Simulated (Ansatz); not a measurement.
`c1ccc(-c2ccc(-c3ccccc3)cc2)cc1` was relaxed with r2SCAN-D4 (def2-SVP) in Ansatz in these states: charge -1 doublet, neutral singlet. The geometries follow in no particular order.

A:

```xyz
32

C     2.9527   -3.5264    3.5338
C     2.1954   -2.4547    4.0418
C     1.4857   -1.6086    3.1979
C     1.4840   -1.7737    1.7769
C     0.7458   -0.8912    0.8929
C     0.1262    0.3157    1.3437
C    -0.5722    1.1589    0.5008
C    -0.7459    0.8912   -0.8929
C    -1.4848    1.7733   -1.7768
C    -1.8207    1.4078   -3.1184
C    -2.5270    2.2559   -3.9632
C    -2.9520    3.5269   -3.5339
C    -2.6374    3.9126   -2.2177
C    -1.9284    3.0707   -1.3690
C    -0.1308   -0.3186   -1.3426
C     0.5773   -1.1558   -0.5020
C     2.2631   -2.8701    1.2896
C     2.9678   -3.7145    2.1393
H     3.5100   -4.1914    4.2004
H     2.1522   -2.2844    5.1247
H     0.8969   -0.8030    3.6446
H     0.2148    0.6059    2.3948
H    -1.0208    2.0567    0.9361
H    -1.5315    0.4226   -3.4941
H    -2.7634    1.9180   -4.9797
H    -3.5087    4.1923   -4.2007
H    -2.9449    4.9001   -1.8521
H    -1.6902    3.4271   -0.3632
H    -0.2009   -0.5976   -2.3981
H     1.0067   -2.0652   -0.9328
H     2.3263   -3.0458    0.2123
H     3.5545   -4.5348    1.7075
```

B:

Cartesian coordinates in Å:
```
C 4.277 0.182 -3.809
C 3.891 -1.036 -3.240
C 2.850 -1.080 -2.311
C 2.169 0.092 -1.931
C 1.064 0.045 -0.948
C 1.090 -0.853 0.136
C 0.052 -0.895 1.063
C -1.064 -0.045 0.948
C -2.169 -0.092 1.932
C -3.503 0.120 1.533
C -4.544 0.075 2.461
C -4.277 -0.182 3.809
C -2.957 -0.393 4.221
C -1.915 -0.350 3.293
C -1.092 0.851 -0.138
C -0.051 0.897 -1.062
C 2.568 1.311 -2.514
C 3.610 1.355 -3.441
H 5.093 0.217 -4.537
H 4.399 -1.961 -3.529
H 2.538 -2.042 -1.894
H 1.950 -1.517 0.264
H 0.097 -1.615 1.885
H -3.727 0.293 0.476
H -5.574 0.231 2.126
H -5.093 -0.217 4.536
H -2.735 -0.584 5.275
H -0.884 -0.489 3.630
H -1.936 1.537 -0.247
H -0.111 1.595 -1.902
H 2.072 2.238 -2.213
H 3.911 2.315 -3.872
```

Problem. Judge from the bond lengths which geometry belongs to which state (an estimate).

Solution. A is the charge -1 doublet (C8–C9 1.451 Å, C4–C5 1.451 Å, C4–C17 1.431 Å); B is the neutral singlet (C8–C9 1.480 Å, C4–C5 1.480 Å, C4–C17 1.408 Å).

At r2SCAN-D4/def2-SVP the highest occupied level of the relaxed charge -1 doublet lies above zero (up to 1.15 eV). By energy differences its removal costs 0.35 eV (each at its own geometry, to the charge 0 singlet, at PBE0-D4/def2-TZVP).
